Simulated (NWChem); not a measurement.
Atomisation of 1,1,1,2-tetrafluoroethane (C$_{2}$H$_{2}$F$_{4}$)

```
C
F 1 1.3302
F 1 1.3302 2 107.96
F 1 1.3357 2 108.24 3 -116.95
C 1 1.5135 2 111.64 3 123.07
F 5 1.3570 1 109.94 2 -60.48
H 5 1.1017 6 110.35 1 -119.46
H 5 1.1017 7 109.44 6 121.61
```
Charge 0, spin multiplicity 1.

The numbers come from NWChem runs, not from measurements. All single points use one geometry, from PBE0/def2-SVP, a minimum by its harmonic frequencies.

Basis set: def2-TZVP. The atomisation energy is electronic alone: no zero-point, thermal, spin-orbit or counterpoise terms. No value is extrapolated to the basis-set limit. Free atoms are single determinants with multiplicities F 2, C 3, H 2.

B3LYP has NWChem's definition, with VWN1-RPA local correlation. No SCF solution was tested for a lower state.

For the atomisation energy, PBE0 gives 762.8 kcal/mol and BHandHLYP gives 714.0 kcal/mol. What do LDA (SVWN5), B3LYP, PBE give?

LDA (SVWN5): 920.7 kcal/mol; B3LYP: 750.6 kcal/mol; PBE: 791.1 kcal/mol.
